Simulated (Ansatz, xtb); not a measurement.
Relaxing a trial structure of FH2N2Si−

The starting geometry of this gas-phase singlet was built from a drawn formula by distance geometry and a force field; its bonds are those of `F[Si-]1[N-][NH2+]1`.

```yaml
atoms:
  - { symbol: F, position_ang: [-2.4466, -0.9162, 1.1956] }
  - { symbol: N, position_ang: [-2.2212, 1.4448, -0.2218] }
  - { symbol: N, position_ang: [-1.3006, 0.4644, -0.6747] }
  - { symbol: Si, position_ang: [-2.7885, -0.2744, -0.1984] }
  - { symbol: H, position_ang: [-1.1219, 0.5410, -1.6893] }
  - { symbol: H, position_ang: [-0.5632, 0.2726, -0.0289] }
```

Problem. Predict what it relaxes into with r2SCAN-D4/def2-SVPD.

Solution. It keeps its bonds, and is `F[Si-]1[N-][NH2+]1`. Distances that change by over a tenth: F1–Si4 (1.57 → 1.76 Å), N3–Si4 (1.73 → 1.93 Å).

The energy falls by 1.04 eV over 9 steps:

```
step  E − E(last) (eV)
   1             1.044
   2             0.429
   3             0.026
   4             0.009
   5             0.002
   6             0.000
   7             0.000
   8             0.000
   9             0.000
```

Final geometry (Å):

```xyz
6

F    -2.4046   -0.9920    1.2724
N    -2.3025    1.4019   -0.2304
N    -1.2734    0.4164   -0.7185
Si   -3.0252   -0.1799   -0.1666
H    -0.9679    0.5781   -1.6777
H    -0.4684    0.3076   -0.0968
```

From the same start GFN2-xTB ends elsewhere, differing in N3–Si4 (2.80 against 1.93 Å here).

No frequencies were run, so the end isn't proven a minimum. Run with Ansatz 0.2.0, 64 s on 1 thread of AMD EPYC (Zen 3), on a shared host.
